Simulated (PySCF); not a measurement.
**How methods differ on the ionisation energy of Pr³³⁺**

Pr³³⁺ [Ar] 3d8 (3F) → Pr³⁴⁺ [Ar] 3d7 (4F), as a difference of total energies. Computed with PySCF 2.14 in an even-tempered Gaussian basis (18 s from 5.3 bohr⁻², ratio 2.5; 13 p from 6.9 bohr⁻², ratio 2.5; 8 d from 6.9 bohr⁻², ratio 2.5; 4 f from 30 bohr⁻², ratio 2.7; 3 g from 45 bohr⁻², ratio 2.7), with scalar relativity by spin-free X2C-1e. Correlated levels: outer shells: [Ne] frozen; virtual orbitals above 40 to 60 times the deepest correlated orbital energy dropped. The calculations carry no spin-orbit coupling.

| method | ionisation energy (eV) |
| --- | --- |
| UHF | 2210.3 |
| LDA | 2211.2 |
| PBE | 2211.0 |
| PBE0 | 2211.4 |
| r2SCAN | 2212.4 |
| MN15 | 2211.1 |
| r2SCANh | 2212.4 |
| MP2 (outer shells) | 2211.8 |
| SCS-MP2 (outer shells) | 2211.7 |

Spin-orbit coupling is strong in these open shells (close to jj coupling). The scalar numbers leave it out and a first-order estimate fails, so it can dominate the gap to the real levels.

Breit and QED terms and the two-electron picture change are absent.

For comparison: 2202 ± 5 eV (theoretical estimate listed by NIST; NIST Atomic Spectra Database, ionization energies).
